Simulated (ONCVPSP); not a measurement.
Potentials for Ta (Z = 73) compared

Generated with ld1.x 7.5 (TM, RRKJ, ultrasoft, PAW), atompaw 4.2 or ONCVPSP 4.0.1. The cutoff is in Ry: for ld1.x and atompaw files where the sum of valence levels is converged to 10 mRy in a Bessel basis, for ONCV files where the hardest occupied wave has 1 mHa per electron of residual kinetic energy. The error is the largest all-electron minus pseudo excitation energy over each file’s own four to seven test configurations (ionisations up to +4, promotions, holes and added fractions of an electron), all of which were solved. The labels leave out finer settings (local radius, basis sizes, second energies), which also bear on the numbers. Spin-polarised tests are not counted. The rows are a selection from randomly drawn settings: files with unsolved tests, undetermined cutoffs or missed reference levels are left out.

A true bound ghost makes a file unfit for plane-wave use even where its test errors are small: the radial tests pick states by their node count and pass the ghost by.

```csv
potential,cutoff (Ry),largest error (meV),bound ghosts
"ONCV, LDA (Perdew-Wang 92), scalar-relativistic, rc 1.95/2.20/2.65/0.80 (spdf), local smoothed, core correction no, reference 4f14 5s2 5p6 5d4 6s1, qcut 6.6/5.7/5.9/18.8, projectors 2/2/2/3",346,+15,s
"ONCV, PBEsol, fully relativistic, rc 1.65/1.70/1.95 (spd), local smoothed, core correction yes, reference 5s2 5p6 5d3 6s1.5 6p0.5, qcut 6.1/8.3/5, projectors 2/2/2",45,-7.8,none
"ONCV, LDA (Perdew-Zunger), scalar-relativistic, rc 1.70/1.90/1.80 (spd), local smoothed, core correction yes, reference 5s2 5p6 5d3 6s1.75 6p0.25, qcut 8.7/5.7/5.1, projectors 2/2/2",47,-4.6,none
"ONCV, LDA (Perdew-Wang 92), non-relativistic, rc 2.25/1.80/2.30 (spd), local smoothed, core correction yes, reference 5s2 5p6 5d3 6s2, qcut 5.7/7.7/7.7, projectors 2/3/2",38,-6.2,none
"ONCV, PBE, scalar-relativistic, rc 1.95/1.70/1.95 (spd), local smoothed, core correction yes, reference 5s2 5p6 5d3 6s2, qcut 7/6.7/5.8, projectors 2/2/2",30,-7.3,none
"ONCV, PBE, scalar-relativistic, rc 1.95/1.20/3.05/0.85 (spdf), local smoothed, core correction yes, reference 4f14 5s2 5p6 5d3 6s1.5, qcut 5.4/8/6.1/21.1, projectors 2/3/1/2",373,-213,"s, p, d"
"ONCV, PBE, scalar-relativistic, rc 1.05/1.20/2.65 (spd), local smoothed, core correction no, reference 5s2 5p6 5d2, qcut 5.2/8.1/4.6, projectors 3/2/2",174,+57,s
```

(1) Fill in the row for Ta: ONCV, PBE, scalar-relativistic, rc 1.90/2.15/2.75 (spd), local smoothed, core correction yes, reference 5s2 5p6 5d3 6s2, qcut 7.6/6.5/6.3, projectors 3/2/1.

(2) Fill in the row for Ta: ONCV, PBE, scalar-relativistic, rc 1.85/1.85/2.95 (spd), local smoothed, core correction yes, reference 5s2 5p6 5d4 6s1, qcut 5/9.5/4.7, projectors 2/2/3.

## Answers

(1) cutoff 35 Ry, largest error -503 meV, bound ghosts: none.

(2) cutoff 50 Ry, largest error +14 meV, bound ghosts: none.
